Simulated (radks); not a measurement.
The numbers below are computed, except where a source is named.
Q: These are the eigenvalues of the occupied orbitals of an atom or ion with whole-number occupations (Ry). Code: a radial shooting solver on a logarithmic mesh with Libxc functionals. Model: scalar-relativistic Kohn-Sham, PBEsol, spin-polarised, spherical densities, finite nucleus; Fermi nuclear charge, rms radius of each element as measured or else 0.836 A^(1/3) + 0.57 fm.

orbital  eigenvalue
1s up     -6607.910
1s down   -6607.897
2s up     -1294.878
2s down   -1294.418
2p up     -1130.792
2p down   -1130.407
3s up     -412.0163
3s down   -411.7576
3p up     -364.7867
3p down   -364.5031
3d up     -317.4719
3d down   -317.0737
4s up     -182.7068
4s down   -181.5952
4p up     -165.5091
4p down   -164.4157
4d up     -146.9189

Which element is it, and in what charge state? The configuration may be excited. Open shells, if any, are filled with parallel spins first.

A: Z = 82, lead, charge +41: Pb41+ in [Kr] 4d5. The list shows which subshells hold electrons but not how many an open one holds; the 1s level, -3304 hartree, gives Z - s = 81.3 by -(Z - s)^2/2, which with screening and relativity narrows Z to a few neighbours, and the depths of the outer levels then fix element, charge and occupations together.
